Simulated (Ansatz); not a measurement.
Program: Ansatz. Geometries: PBE0-D4/def2-TZVP. ΔE: electronic, gas phase. CBS: MP2 limit from def2 TZ/QZ plus the TZ coupled-cluster correction, frozen cores. This one scheme is used for every species, atoms too. Functionals use def2-TZVPP. HSE06 is defined as in plane-wave codes. No spin–orbit coupling; open shells (•) take unrestricted orbitals. Spin–orbit coupling would lower the free atoms: a little for C; clearly for Ga. For Ga outer-core shells are correlated without core-valence functions, so the limit isn't a true one: a few kJ/mol of doubt a bond, and 10 to 20 or more in all where bonds break to atoms. Scalar relativity is left out up to krypton.

Consider the atomization: `C#[C][Ga][CH3]`• → 3 C• + Ga• + 4 H•.

CCSD(T)/CBS gives +31.07 eV.

(1) Another level gave +30.99 eV. Which?
A. CAM-B3LYP/def2-TZVPP
B. BLYP/def2-TZVPP
C. HSE06/def2-TZVPP
D. PBE0-D4/def2-TZVPP

Largest T1 diagnostic among the species: 0.015.

Answers

(1) A. CAM-B3LYP 30.99, PBE0-D4 31.33, BLYP 30.71, HSE06 31.25 eV.

From PBE to PBE0 (25 % exact exchange), in def2-TZVPP and without D4, ΔE moves by −0.57 eV: exact exchange takes away binding that semilocal exchange gives to molecules. Leaving LDA and LC-ωPBE aside and taking each functional with its dispersion term where it has one, the values, not all of them listed here, spread over 1.82 eV, from BHLYP-D4 to PBE-D4. LDA lies +3.77 eV from PBE without D4, its usual overbinding. At CCSD(T), def2-SVP lies −1.34 eV from the extrapolated value and def2-TZVPP −0.59 eV: correlation converges slowly with the basis, and small sets miss more of it in the bonded molecule than in its fragments.

For atomizations the MP2-based limit and the directly extrapolated one differ by several kJ/mol either way, and by 10 to 25 for some Ge, Se and Sn compounds, so smaller differences from it don't rank the levels.
